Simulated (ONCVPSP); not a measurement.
## Varying the ONCV potential for Mo

Base potential:

- Element: Mo
- Generator: ONCVPSP 4.0.1
- Type: optimised norm-conserving Vanderbilt (ONCV)
- Functional: PBE
- Relativity: fully relativistic
- Frozen core: [Ar] 3d10
- Valence charge: 14
- Reference configuration: 4s2 4p6 4d5 5s0.5 5p0.5
- Partial waves: 4s+5s: rc 2.00 bohr, ncon 3, nbas 6, qcut 7.8 1/bohr, 2 projectors; 4p+5p: rc 2.40 bohr, ncon 4, nbas 8, qcut 6.2 1/bohr, 3 projectors, debl 0.4 Ha; 4d: rc 2.60 bohr, ncon 4, nbas 8, qcut 7.3 1/bohr, 2 projectors, debl 2.6 Ha
- Local potential: polynomial inside 1.85 bohr (lpopt 3, dvloc0 3 Ha)
- Core correction: none

Open shells are filled in proportion to 2j + 1.

Cutoffs, loose and tight: the cutoffs (Ha) at which the residual kinetic energy of the hardest occupied pseudo-wave falls to 1 and 0.1 mHa per electron. They do not see the model core or the augmentation charge, which bear on the density cutoff. Test errors are all-electron minus pseudo excitation energies from the reference, over the configurations 4s2 4p6 4d5 5s1 5p0; 4s2 4p6 4d5 5s0 5p0; 4s2 4p6 4d4 5s0 5p0; 4s2 4p6 4d6 5s0 5p0. A dash means not determined; rows that change the core or the reference have their own tests.

A true bound ghost makes a file unfit for plane-wave use even where its test errors are small: the radial tests pick states by their node count and pass the ghost by.

| change | outcome | cutoff, loose | cutoff, tight | bound ghosts | GHOST(+) flags above zero | largest test error (meV) |
| --- | --- | --- | --- | --- | --- | --- |
| base | generated | 15 Ha | 19 Ha | none | none | +1.7 |
| p: rc 1.64; local potential polynomial inside 1.64 bohr (lpopt 3, dvloc0 3 Ha) | generated | 15 Ha | 19 Ha | none | p3/2, p1/2 | +2.1 |
| p: rc 2.1 | generated | 15 Ha | 19 Ha | none | none | +2.1 |
| p: rc 2.28 | generated | 15 Ha | 19 Ha | none | none | +2.0 |
| p: rc 2.5 | generated | 15 Ha | 19 Ha | none | none | +1.4 |
| p: rc 2.7 | generated | 15 Ha | 19 Ha | none | none | +1.0 |
| p: rc 3.3 | generated | 15 Ha | 19 Ha | none | none | -7.6 |
| p: rc 3.44 | generated | 15 Ha | 19 Ha | none | none | -8.6 |

Q: What comes out with this change to the base: p: rc 3.08?

A: outcome: generated; cutoff, loose: 15 Ha; cutoff, tight: 19 Ha; bound ghosts: none; GHOST(+) flags above zero: none; largest test error (meV): -3.9.

Q: What comes out with this change to the base: p: rc 2.94?

A: outcome: generated; cutoff, loose: 15 Ha; cutoff, tight: 19 Ha; bound ghosts: none; GHOST(+) flags above zero: none; largest test error (meV): -1.8.

Q: What comes out with this change to the base: p: rc 1.9?

A: outcome: generated; cutoff, loose: 15 Ha; cutoff, tight: 19 Ha; bound ghosts: p3/2; GHOST(+) flags above zero: p1/2; largest test error (meV): +2.5.

Reading the sweep of the p radius (base included, trends over the rows without a ghost): The loose cutoff stays near 15 Ha. The median size of the test errors (rows with all tests solved) stays near 0.2 meV. Bound ghosts are found at 1.9 bohr.
